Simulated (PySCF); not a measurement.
Potential energy of SnN⁺ along the bond

Set-up: Sn cc-pVDZ-PP with ECP28, N cc-pVDZ; scalar-relativistic core potentials (PySCF 2.14). Energies in eV from Sn⁺ + N in their ground configurations at the same level. State: ³Σ⁻ (triplet), unpaired electrons π ↑↑.

Curves on a restricted Hartree–Fock reference rise too fast on stretching and do not dissociate correctly.

```csv
R (Å),ROHF-MP2
1.848,0.0559
1.934,-0.4661
2.020,-0.7450
2.084,-0.8387
2.149,-0.8598
2.213,-0.8261
2.299,-0.7205
2.407,-0.5255
2.536,-0.2439
2.708,0.1547
```

Question: Put a parabola through the three lowest points of the ROHF-MP2 curve and estimate Re, k and ωe (reduced mass 12.54 u; 1 eV/Å² = 0.16022 mdyn/Å; ωe = 1302.8·√(k/μ) cm⁻¹).

Answer: Through R = 2.084, 2.149, 2.213 Å the second-order coefficient is 6.60 eV/Å², so Re ≈ 2.141 Å, k ≈ 2.11 mdyn/Å and ωe ≈ 535 cm⁻¹. A polynomial fit of higher order to the unrounded ROHF-MP2 energies gives Re = 2.139 Å, k = 2.20 mdyn/Å, ωe = 545 cm⁻¹; anharmonicity and rounding make the difference.

The higher-order fit for each curve: ROHF-MP2: Re = 2.139 Å, ωe = 545 cm⁻¹, De = 0.86 eV.

Correlated steps freeze 5 core orbitals. Correlated levels converge slowly with the basis: in double zeta they bind strong bonds too weakly, by up to about 1 eV, and carry superposition errors of some tenths. Spin–orbit coupling is left out, which matters for elements this heavy, above all for dissociation energies. For an ion De counts to the pair picked by the measured ionisation energies or electron affinities, which need not be the lowest pair at this level. The state is the lowest determinant that a PBE0 search found; another state may lie lower at other levels.
